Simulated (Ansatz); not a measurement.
Reaction (silylene loss): `[SiH3][Si@H]1O[C@@H]1Br` → `BrC1O[SiH2]1` + `[SiH2]`

Gas-phase electronic energies from Ansatz, PBE0-D4/def2-TZVP geometries. CCSD(T)/CBS adds triple-zeta CCSD(T) − MP2 to the extrapolated MP2 energy (def2 sets, frozen cores). This one scheme is used for every species. Functionals use def2-TZVPP. B3LYP here is the variant with VWN-RPA as its local correlation; programs differ in this. For Br outer-core shells are correlated without core-valence functions, which leaves a few kJ/mol of doubt a bond. Scalar relativity is left out up to krypton.

`[SiH3][Si@H]1O[C@@H]1Br`:

Z-matrix (Å, degrees):
```
Si
Si 1 2.331
H 1 1.484 2 108.5
H 1 1.486 2 110.0 3 120.4
H 1 1.486 2 108.9 3 -119.9
O 2 1.692 1 115.5 3 -44.2
C 2 1.817 1 122.7 3 10.1
H 2 1.481 1 118.4 3 173.9
Br 7 1.935 2 121.0 1 160.8
H 7 1.085 2 127.3 1 4.6
```

`BrC1O[SiH2]1`:

```xyz
7

Br   -2.341   -0.096    0.623
C    -0.485    0.441    0.564
O     0.438   -0.564    0.984
Si    0.654   -0.259   -0.651
H    -0.386    1.384    1.092
H     0.189   -1.294   -1.592
H     1.930    0.387   -1.020
```

`[SiH2]`:

Cartesian coordinates in Å:
```
Si 0.469 -0.535 0.032
H -0.869 -0.246 0.706
H 0.400 0.781 -0.738
```

| level | ΔE (kcal/mol) | difference from CCSD(T)/CBS |
| --- | --- | --- |
| LDA (SPW92) | 67.2 | 9.6 |
| BLYP-D4 | 55.3 | -2.3 |
| r2SCAN-D4 | 63.6 | 6.0 |
| PBE0-D4 | 62.5 | 4.9 |
| ωB97X-V | 60.1 | 2.5 |
| ωB97M-V | 55.4 | -2.2 |
| PBE0 | 60.9 | 3.3 |
| B3LYP | 54.1 | -3.5 |
| CAM-B3LYP | 56.1 | -1.5 |
| LC-ωPBE | 62.3 | 4.7 |
| HF/def2-SVP | 49.9 | -7.7 |
| MP2/def2-SVP | 57.3 | -0.3 |
| SCS-MP2/def2-TZVPP | 56.3 | -1.3 |
| HF/def2-QZVPP | 50.8 | -6.8 |
| MP2/def2-QZVPP | 60.3 | 2.7 |
| HF/CBS(def2) | 50.8 | -6.8 |
| CCSD(T)/CBS | 57.6 | 0 |

Largest T1 diagnostic among the species: 0.014.

Leaving LDA and LC-ωPBE aside and taking each functional with its dispersion term where it has one, the values spread over 8.3 kcal/mol, from BLYP-D4 to r2SCAN-D4. LDA lies +7.4 kcal/mol from PBE without D4. From PBE to PBE0 (25 % exact exchange), in def2-TZVPP and without D4, ΔE moves by +1.1 kcal/mol. At CCSD(T), def2-SVP lies −4.2 kcal/mol from the extrapolated value and def2-TZVPP −1.6 kcal/mol.
